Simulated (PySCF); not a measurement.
PySCF input for C4H10Si2, SMILES C[Si@H]1C=CC[SiH2]1, TDA-PBE/def2-SVPD. Coordinates come from a PBE0-D3(BJ)/def2-SVP optimisation. The structure was generated by enumeration; whether it is a known compound was not checked. The values are those of a single conformer.

```python
import numpy as np
from pyscf import gto, scf, dft, tdscf

mol = gto.M(
    atom='''
    C     2.54566807    0.00808415    0.54020511
    Si    0.96664200   -0.51916867   -0.34199640
    C    -0.27565704   -1.34210743    0.80536308
    C    -1.49059602   -0.78106760    0.95079165
    C    -1.95569845    0.46514244    0.24315608
    Si   -0.56043568    1.17621707   -0.86036625
    H     3.08185876   -0.86788757    0.93784597
    H     3.22191731    0.53737973   -0.14849548
    H     2.31220969    0.67989380    1.37988132
    H     1.32485285   -1.41202030   -1.49192070
    H    -0.05676849   -2.25608907    1.37083817
    H    -2.22144499   -1.24839027    1.62699783
    H    -2.84840445    0.23640007   -0.36585085
    H    -2.29637798    1.21307865    0.98059848
    H    -0.99092848    1.27449432   -2.28956556
    H    -0.15610216    2.54415340   -0.40434777
    ''',
    basis='def2-SVPD',
    charge=0,
    spin=0,
    max_memory=1600,
    verbose=4,
)
mf = dft.RKS(mol, xc='pbe').density_fit(auxbasis='def2-universal-jkfit')
mf.grids.level = 3
mf.conv_tol = 1e-9
mf.max_cycle = 100
mf.kernel()
mf.grids = dft.Grids(mol).set(level=1).build(with_non0tab=True)  # coarser grid for the response kernel
td = tdscf.TDA(mf)
td.singlet = True
td.nstates = 6
td.conv_tol = 1e-4
td.positive_eig_threshold = 1e-6
td.kernel(x0=td.get_init_guess(mf, 11))
td.analyze()
tt = tdscf.TDA(mf)
tt.singlet = False
tt.nstates = 2
tt.conv_tol = 1e-4
tt.positive_eig_threshold = 1e-6
tt.kernel(x0=tt.get_init_guess(mf, 7))
tt.analyze(verbose=3)
```

It prints:

```
PySCF version 2.14.0

[INPUT] verbose = 4
[INPUT] num. atoms = 16
[INPUT] num. electrons = 62
[INPUT] charge = 0
[INPUT] spin (= nelec alpha-beta = 2S) = 0
[INPUT] symmetry False subgroup None
[INPUT] Mole.unit = angstrom
[INPUT] Symbol           X                Y                Z      unit          X                Y                Z       unit  Magmom
[INPUT]  1 C      2.545668070000   0.008084150000   0.540205110000 AA    4.810615456350   0.015276829450   1.020839708991 Bohr   0.0
[INPUT]  2 Si     0.966642000000  -0.519168670000  -0.341996400000 AA    1.826688640502  -0.981086598755  -0.646279531587 Bohr   0.0
[INPUT]  3 C     -0.275657040000  -1.342107430000   0.805363080000 AA   -0.520916309908  -2.536215472444   1.521915652036 Bohr   0.0
[INPUT]  4 C     -1.490596020000  -0.781067600000   0.950791650000 AA   -2.816818240167  -1.476003848771   1.796735820023 Bohr   0.0
[INPUT]  5 C     -1.955698450000   0.465142440000   0.243156080000 AA   -3.695734452736   0.878991820512   0.459498396723 Bohr   0.0
[INPUT]  6 Si    -0.560435680000   1.176217070000  -0.860366250000 AA   -1.059069945634   2.222728125338  -1.625856579319 Bohr   0.0
[INPUT]  7 H      3.081858760000  -0.867887570000   0.937845970000 AA    5.823869010992  -1.640069814214   1.772272030327 Bohr   0.0
[INPUT]  8 H      3.221917310000   0.537379730000  -0.148495480000 AA    6.088541311895   1.015500514593  -0.280615787936 Bohr   0.0
[INPUT]  9 H      2.312209690000   0.679893800000   1.379881320000 AA    4.369443056665   1.284813075790   2.607597779203 Bohr   0.0
[INPUT] 10 H      1.324852850000  -1.412020300000  -1.491920700000 AA    2.503609041849  -2.668331649326  -2.819321522569 Bohr   0.0
[INPUT] 11 H     -0.056768490000  -2.256089070000   1.370838170000 AA   -0.107276898605  -4.263390454925   2.590508702400 Bohr   0.0
[INPUT] 12 H     -2.221444990000  -1.248390270000   1.626997830000 AA   -4.197922631887  -2.359115706872   3.074580303962 Bohr   0.0
[INPUT] 13 H     -2.848404450000   0.236400070000  -0.365850850000 AA   -5.382704302492   0.446731388128  -0.691357908939 Bohr   0.0
[INPUT] 14 H     -2.296377980000   1.213078650000   0.980598480000 AA   -4.339525460682   2.292386416057   1.853062565365 Bohr   0.0
[INPUT] 15 H     -0.990928480000   1.274494320000  -2.289565560000 AA   -1.872583436232   2.408445212114  -4.326651852636 Bohr   0.0
[INPUT] 16 H     -0.156102160000   2.544153400000  -0.404347770000 AA   -0.294990329853   4.807753144881  -0.764106544379 Bohr   0.0

nuclear repulsion = 348.336591720787
number of shells = 92
number of NR pGTOs = 304
number of NR cGTOs = 208
basis = def2-SVPD
ecp = {}


[settings echo left out]
init E= -736.720371409914
  HOMO = -0.29103789731923  LUMO = -0.113971574195305  gap/eV = 4.81822
cycle= 1 E= -736.507677336274  delta_E= 0.213  |g|= 0.603  |ddm|= 5.91
  HOMO = -0.143430263595984  LUMO = 0.00625645515820129  gap/eV = 4.07318
cycle= 2 E= -736.325960602026  delta_E= 0.182  |g|= 0.979  |ddm|= 2.21
  HOMO = -0.229845357033877  LUMO = -0.0511135731146366  gap/eV = 4.86354
cycle= 3 E= -736.607512623405  delta_E= -0.282  |g|= 0.108  |ddm|= 1.52
  HOMO = -0.229302902980713  LUMO = -0.0461857506120431  gap/eV = 4.98287
cycle= 4 E= -736.610072083192  delta_E= -0.00256  |g|= 0.0735  |ddm|= 0.335
  HOMO = -0.231348132660435  LUMO = -0.045660678445103  gap/eV = 5.05281
cycle= 5 E= -736.611454199445  delta_E= -0.00138  |g|= 0.0244  |ddm|= 0.133
  HOMO = -0.231727390220676  LUMO = -0.0471405867448738  gap/eV = 5.02286
cycle= 6 E= -736.611634487644  delta_E= -0.00018  |g|= 0.00597  |ddm|= 0.0478
  HOMO = -0.231286073790406  LUMO = -0.0466925972548737  gap/eV = 5.02304
cycle= 7 E= -736.611644397343  delta_E= -9.91e-06  |g|= 0.00175  |ddm|= 0.0108
  HOMO = -0.231258688520352  LUMO = -0.0467281406097215  gap/eV = 5.02133
cycle= 8 E= -736.6116453161  delta_E= -9.19e-07  |g|= 0.000363  |ddm|= 0.00386
  HOMO = -0.23127481845087  LUMO = -0.0467179821500712  gap/eV = 5.02205
cycle= 9 E= -736.611645360994  delta_E= -4.49e-08  |g|= 8.79e-05  |ddm|= 0.00101
  HOMO = -0.231270272218804  LUMO = -0.0467226597382009  gap/eV = 5.02180
cycle= 10 E= -736.611645363864  delta_E= -2.87e-09  |g|= 2.15e-05  |ddm|= 0.000272
  HOMO = -0.231273752802819  LUMO = -0.0467237429173473  gap/eV = 5.02186
cycle= 11 E= -736.611645364021  delta_E= -1.58e-10  |g|= 7.16e-06  |ddm|= 7.97e-05
  HOMO = -0.231271865047916  LUMO = -0.0467228572121829  gap/eV = 5.02183
Extra cycle  E= -736.611645364007  delta_E= 1.46e-11  |g|= 9.54e-06  |ddm|= 4.46e-05
converged SCF energy = -736.611645364007
tot grids = 58264
Overwritten attributes  positive_eig_threshold  of <class 'pyscf.tdscf.rks.TDA'>


******** <class 'pyscf.tdscf.rks.TDA'> for <class 'pyscf.df.df_jk.DFRKS'> ********
nstates = 6 singlet
deg_eia_thresh = 1.000e-03
wfnsym = None
conv_tol = 0.0001
eigh lindep = 1e-12
eigh level_shift = 0
eigh max_cycle = 100


Excitation energies (eV)
[5.08523312 5.9106036  6.00305854 6.13401392 6.16672818 6.30808864]

** Singlet excitation energies and oscillator strengths **
Excited State   1:      5.08523 eV    243.81 nm  f=0.0022
      30 -> 32        0.15888
      31 -> 32       -0.68661
Excited State   2:      5.91060 eV    209.77 nm  f=0.0471
      27 -> 32        0.10912
      30 -> 32        0.39361
      30 -> 33        0.41504
      30 -> 34       -0.29688
      31 -> 33        0.20401
Excited State   3:      6.00306 eV    206.54 nm  f=0.0219
      30 -> 32        0.23416
      30 -> 33       -0.50480
      30 -> 34       -0.37124
      31 -> 33       -0.12020
      31 -> 34       -0.11669
Excited State   4:      6.13401 eV    202.13 nm  f=0.0264
      29 -> 32        0.16716
      30 -> 33        0.21941
      31 -> 33       -0.49322
      31 -> 34       -0.36426
      31 -> 35       -0.10987
      31 -> 36       -0.11799
Excited State   5:      6.16673 eV    201.05 nm  f=0.0252
      29 -> 32       -0.35933
      31 -> 33       -0.38920
      31 -> 34        0.42302
Excited State   6:      6.30809 eV    196.55 nm  f=0.0172
      27 -> 32       -0.34780
      29 -> 32       -0.27713
      30 -> 32       -0.23677
      30 -> 34       -0.37527
      31 -> 34       -0.14168
      31 -> 35       -0.11368
      31 -> 36        0.15044

** Transition electric dipole moments (AU) **
state          X           Y           Z        Dip. S.      Osc.
  1         0.0750      0.0510      0.0958      0.0174      0.0022
  2         0.5607     -0.0228     -0.1026      0.3254      0.0471
  3         0.3780      0.0414     -0.0651      0.1488      0.0219
  4         0.2185      0.1732     -0.3130      0.1757      0.0264
  5         0.2256      0.3074     -0.1469      0.1670      0.0252
  6        -0.3317     -0.0009      0.0337      0.1112      0.0172

** Transition velocity dipole moments (imaginary part, AU) **
state          X           Y           Z        Dip. S.      Osc.
  1         0.0082     -0.0044      0.0017      0.0001      0.0003
  2         0.0387      0.0070      0.0063      0.0016      0.0049
  3         0.0295      0.0151      0.0135      0.0013      0.0039
  4         0.0216      0.0190     -0.0316      0.0018      0.0054
  5         0.0135      0.0348     -0.0066      0.0014      0.0042
  6         0.0038     -0.0108      0.0100      0.0002      0.0007

** Transition magnetic dipole moments (imaginary part, AU) **
state          X           Y           Z
  1         0.2983     -0.2229      0.1932
  2        -0.4061     -0.3302     -0.5422
  3         0.2711     -0.2876     -0.4858
  4         0.0350      0.0077     -0.0745
  5        -0.3130     -0.0950     -0.2212
  6         0.8475      0.3489      0.9052


******** <class 'pyscf.tdscf.rks.TDA'> for <class 'pyscf.df.df_jk.DFRKS'> ********
nstates = 2 triplet
deg_eia_thresh = 1.000e-03
wfnsym = None
conv_tol = 0.0001
eigh lindep = 1e-12
eigh level_shift = 0
eigh max_cycle = 100


Excitation energies (eV)
[4.22739509 4.90720758]

** Triplet excitation energies and oscillator strengths **
Excited State   1:      4.22740 eV    293.29 nm  f=0.0000
Excited State   2:      4.90721 eV    252.66 nm  f=0.0000
```

The calculation finished and met its thresholds.
